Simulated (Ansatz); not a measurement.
The cluster GaO₃H₃. The state is a singlet with charge 0. Geometry PBE-D4/def2-SVP, basis def2-TZVP, Ansatz.

Cartesian coordinates in Å:
```
Ga 0.013 -0.553 0.043
O 0.205 1.508 -0.753
O -0.676 0.450 -1.375
O -1.112 -0.618 1.443
H 0.904 1.587 -1.438
H 1.406 -1.249 -0.108
H -0.739 -1.125 2.188
```

```tsv
run	HOMO (eV)	LUMO (eV)
A	-6.26	-2.20
B	-6.63	-1.86
C	-10.91	1.19
D	-8.02	-1.02
E	-10.51	0.79
```

LC-ωPBE has ω = 0.4 bohr⁻¹. The structure holds 1 bond(s) between oxygen atoms. Another isomer (singlet) lies 4.00 eV lower at PBE0-D4/def2-TZVP; other spin states weren't run for this one.

The runs used LC-ωPBE, PBE, PBE0, r2SCAN, ωB97M-V. Estimate which is which.

A PBE (0 % exact exchange); B r2SCAN (0 % exact exchange); C LC-ωPBE (range-separated); D PBE0 (25 % exact exchange); E ωB97M-V (range-separated). Exact exchange lowers occupied and raises empty levels; among semilocal functionals meta-GGAs tend to open the gap a little, and such runs are hard to tell apart. The gap grows from 4.06 eV (PBE) to 12.09 eV (LC-ωPBE).
